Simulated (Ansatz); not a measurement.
A search over several starts for the lowest SCF solution of Pd₂S₂⁺ at the given spin, in a small basis.

```yaml
crystal:
  periodic: [false, false, false]
  atoms:
    - {symbol: Pd, position_ang: [-0.016036, -1.383917, -0.067459]}
    - {symbol: Pd, position_ang: [0.016035, 1.383916, 0.067419]}
    - {symbol: S, position_ang: [1.721638, -0.018005, -0.039791]}
    - {symbol: S, position_ang: [-1.721638, 0.018006, 0.039832]}
basis:
  gaussian: {orbitals: def2-SVP}
total_charge: 1
magnetization: {spin_polarized: true, initial_magnetization: 1}
hamiltonian: {xc: pbe0, dispersion: d4}
output: {orbitals: {seedname: orbitals}}
```

```sh
$ ansatz run in.yaml --threads 4 --pin off --events-out ev --progress --plain --max-ram 3916MiB
```

Output, abridged:

```
Functional definition: PBE0
980 factors; integrals over basis functions are off by at most 7.2e-4 eV
mean field evaluation 1: about -28584.6394 eV, gradient 6.5e1 eV
mean field evaluation 2: about -28224.7115 eV, gradient 2.8e2 eV
mean field evaluation 4: about -28607.1669 eV, gradient 9.6e0 eV
mean field evaluation 8: about -28607.5639 eV, gradient 4.5e-1 eV
mean field evaluation 16: about -28607.7317 eV, gradient 4.2e-3 eV
mean field evaluation 32: about -28608.1734 eV, gradient 1.8e-5 eV
mean field evaluation 64: about -28561.4820 eV, gradient 9.5e1 eV
mean field evaluation 96: about -28551.1465 eV, gradient 9.6e1 eV
mean field evaluation 128: about -28574.2448 eV, gradient 9.3e1 eV
mean field evaluation 160: about -28551.7369 eV, gradient 9.4e1 eV
mean field evaluation 192: about -28606.5779 eV, gradient 1.1e0 eV
mean field evaluation 224: about -28607.8541 eV, gradient 3.9e0 eV
mean field evaluation 256: about -28608.1734 eV, gradient 4.4e-5 eV
mean field evaluation 288: about -28607.9705 eV, gradient 1.2e0 eV
mean field evaluation 320: about -28607.7525 eV, gradient 2.9e0 eV
mean field evaluation 352: about -28607.9121 eV, gradient 3.4e-1 eV
mean field evaluation 384: about -28608.1483 eV, gradient 3.8e-1 eV
mean field -28608.17340444 eV, -1051.3309812969 hartree, gradient 8.6e-6 eV, S^2 1.640158; 14 other end points of the search recorded, 0 dependent functions left out
reference -28608.17344946 eV, -1051.3309829512 hartree; 34, 33 occupied and 64, 65 virtual orbitals, 980 factors
Total energy: -28608.35684376 eV, -1051.3377225676 hartree
```

Hardware: 4 threads of Arm Neoverse V1 on a shared host. Wall time 40 s.

Other converged states that the search met: 0.26 eV higher (⟨S²⟩ = 1.76).

In the def2 sets Pd takes a core potential; there is no spin–orbit coupling. The charge 1 doublet is spin-contaminated (final ⟨S²⟩ up to 1.64, 0.75 for a pure state). The structure comes from a short search, and lower isomers may exist.
